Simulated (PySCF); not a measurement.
Species: C5H15NSi2.
SMILES with atom numbers: `[CH3:1][SiH2:2]/[CH:3]=[CH:4]/[SiH2:5][N:6]([CH3:7])[CH3:8]` (hydrogens: H9, H10, H11 on C1; H12, H13 on Si2; H14 on C3; H15 on C4; H16, H17 on Si5; H18, H19, H20 on C7; H21, H22, H23 on C8)

Computed with PySCF at PBE0/pcSseg-1, non-relativistic, on one gas-phase PBE0-D3(BJ)/def2-SVP geometry that isn't relaxed in the solvent. The solvent is an IEF-PCM continuum (van der Waals radii × 1.2). The model holds no explicit solvent molecules, cavitation or dispersion.

Gas phase at PBE0/pcSseg-1: HOMO -6.25 eV, LUMO -0.87 eV, dipole 0.21 D.

**Question.** What does the continuum do to the energy, the frontier levels and the dipole at PBE0/pcSseg-1 in chloroform?

**Answer.** 
| solvent | ε | E(solvent) − E(gas) (kcal/mol) | polarisation term (kcal/mol) | distortion of the solute (kcal/mol) | HOMO (eV) | LUMO (eV) | dipole (D) |
| --- | --- | --- | --- | --- | --- | --- | --- |
| chloroform | 4.711 | -1.32 | -1.40 | 0.08 | -6.20 | -0.83 | 0.24 |

The first energy column is the sum of the next two and covers electrostatics alone.

**Question.** Which ESP-fitted charges (PBE0/pcSseg-1) respond most in chloroform (means over atoms taken as equivalent)?

**Answer.** 
| atoms | environment | gas (e) | solvent (e) | change |
| --- | --- | --- | --- | --- |
| C4 | alkene CH carbon | -0.350 | -0.373 | -0.023 |
| Si2 | SiH2 silicon | +0.652 | +0.668 | +0.016 |
| Si5 | SiH2 silicon | +0.519 | +0.533 | +0.014 |
| N6 | silicon-bound nitrogen | -0.167 | -0.180 | -0.013 |
| H15 | vinylic hydrogen | +0.152 | +0.162 | +0.010 |
| C7/C8 | N-methyl carbon | -0.353 | -0.362 | -0.009 |
| H12/H13 | Si–H hydrogen | -0.162 | -0.170 | -0.008 |
| H14 | vinylic hydrogen | +0.133 | +0.141 | +0.008 |

The run took 48 s wall on an Arm Neoverse V1 with one thread, shared host, and the process peaked at 1.4 GiB of memory. This is the whole shielding run at PBE0/pcSseg-1 in chloroform, SCF included.

Conformer computed: `[CH3:1][SiH2:2]/[CH:3]=[CH:4]/[SiH2:5][N:6]([CH3:7])[CH3:8]`: C1–Si2–C3–C4 -119°, C3–C4–Si5–N6 123°, C4–Si5–N6–C7 150°.
